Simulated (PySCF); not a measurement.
**Working out the ionisation energy of Sb²⁺**

Sb²⁺ [Kr] 4d10 5s2 5p1 (2P) → Sb³⁺ [Kr] 4d10 5s2 (1S). All numbers are calculated (PySCF 2.14, a scalar-relativistic core potential, in aug-cc-pVDZ-PP with ECP28MDF (5s4p3d, 32 functions)). Frozen: 4s2 4p6 4d10. Energies in hartree (1 hartree = 27.21139 eV):

| part | Sb²⁺ (lower) | Sb³⁺ (upper) |
| --- | --- | --- |
| UHF | -238.369407 | -237.483531 |
| MP2 opposite-spin | -0.026187 | -0.023076 |
| MP2 same-spin | -0.001854 | 0.000000 |

What does Hartree-Fock give?

(-237.483531) − (-238.369407) = 0.885876 hartree = 24.106 eV.

What do MP2 and SCS-MP2 (6/5 opposite-spin, 1/3 same-spin) give?

The opposite-spin parts differ by 0.085 eV and the same-spin parts by 0.050 eV. MP2: 24.106 + (0.085) + (0.050) = 24.241 eV. SCS-MP2: 24.106 + 1.2 × (0.085) + (0.050)/3 = 24.225 eV.

Reference: 25.323 eV (measured; NIST Atomic Spectra Database, ionization energies), between the lowest levels; spin-orbit coupling is absent from the calculation.

A double-zeta basis recovers only part of the correlation energy.

What remains against the reference includes basis incompleteness, the frozen core and correlation beyond second order.
